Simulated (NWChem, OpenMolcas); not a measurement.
How basis sets differ on BCl2F (dichlorofluoroborane)

BCl2F has 4 atoms, charge 0, and is taken as a singlet. SMILES: `FB(Cl)Cl`. The shape is that of a PBE0-D4/def2-TZVP optimisation.

Quantity: the vertical ionisation energy (to the doublet cation), in eV. The values are calculated.

```json
{"level": "HF/STO-3G", "kind": "Hartree–Fock", "program": "NWChem", "value (eV)": "10.88"}
{"level": "HF/3-21G", "kind": "Hartree–Fock", "program": "NWChem", "value (eV)": "12.37"}
{"level": "HF/6-311+G**", "kind": "Hartree–Fock", "program": "OpenMolcas", "value (eV)": "12.24"}
{"level": "HF/def2-TZVP", "kind": "Hartree–Fock", "program": "OpenMolcas", "value (eV)": "11.80"}
{"level": "HF/def2-TZVPP", "kind": "Hartree–Fock", "program": "OpenMolcas", "value (eV)": "11.80"}
```

The values span 10.88 to 12.37 eV. Without the sets that lack polarisation functions the rows with a basis span only 11.80 to 12.24 eV.
